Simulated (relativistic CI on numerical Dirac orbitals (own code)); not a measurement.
Computed by Dirac-Coulomb-Breit CI, orbitals from a KLI potential per configuration, model QED (radiative potential, 1s self-energy scaled to tabulated hydrogen-like ionisation energies), unscaled Slater integrals (own radial code, finite nucleus).

Configuration list (outside the closed core 1s2): 2s2 2p, 2s 2p2, 2p3, 2p2 3s, 2p2 3p, 2p2 3d, 2s2 3s, 2s2 3p, 2s2 3d, 2s 2p 3s, 2s 2p 3p, 2s 2p 3d, 2s2 4s, 2s2 4p, 2s2 4d, 2s2 4f, 2s 2p 4s, 2s 2p 4p, 2s 2p 4d, 2s 2p 4f, 2s2 5s, 2s2 5p, 2s2 5d, 2s2 5f, 2s2 5g, 2s 3s2, 2s 3s 3p, 2s 3s 3d, 2s 3p2, 2s 2p 5s, 2s 3p 3d, 2s 2p 5p, 2s 2p 5d, 2p 3s2, 2s 2p 5f, 2s 2p 5g. Levels of other configurations are missing.

At this charge energies of transitions that change n are usually good to better than 1 %, and those within a shell (Δn = 0) to a few per cent.

Outline of the computed level scheme of Rb XXXIII. Lowest level of each configuration: 2s2 2p 2P°_1/2 at 0.00 eV; 2s 2p2 4P_1/2 at 90.44 eV; 2p3 4S°_3/2 at 296.23 eV; 2s2 3s 2S_1/2 at 2231.07 eV; 2s2 3p 2P°_1/2 at 2265.85 eV; 2s 2p 3s 4P°_1/2 at 2299.21 eV; 2s2 3d 2D_3/2 at 2315.79 eV; 2s 2p 3p 4D_1/2 at 2329.05 eV; 2s 2p 3d 4F°_3/2 at 2376.37 eV.

Some strong electric-dipole decays among the lowest 45 levels: 2s 2p 3d 4D°_1/2 → 2s 2p2 4P_1/2 (1.3e+14 s⁻¹); 2s2 3d 2D_5/2 → 2s2 2p 2P°_3/2 (8.8e+13 s⁻¹); 2s 2p 3d 4D°_3/2 → 2s 2p2 4P_1/2 (8.3e+13 s⁻¹); 2s2 3d 2D_3/2 → 2s2 2p 2P°_1/2 (8.2e+13 s⁻¹); 2s 2p 3d 2F°_5/2 → 2s 2p2 2D_3/2 (6.2e+13 s⁻¹); 2s 2p 3d 4F°_7/2 → 2s 2p2 4P_5/2 (6.0e+13 s⁻¹); 2s 2p 3d 2D°_3/2 → 2s 2p2 2P_1/2 (5.2e+13 s⁻¹); 2s 2p 3d 4P°_5/2 → 2s 2p2 4P_3/2 (5.0e+13 s⁻¹).

LS names give the leading component of a level, which can be under half, so a name can repeat, a term be missing and a line seem to break the LS rules.
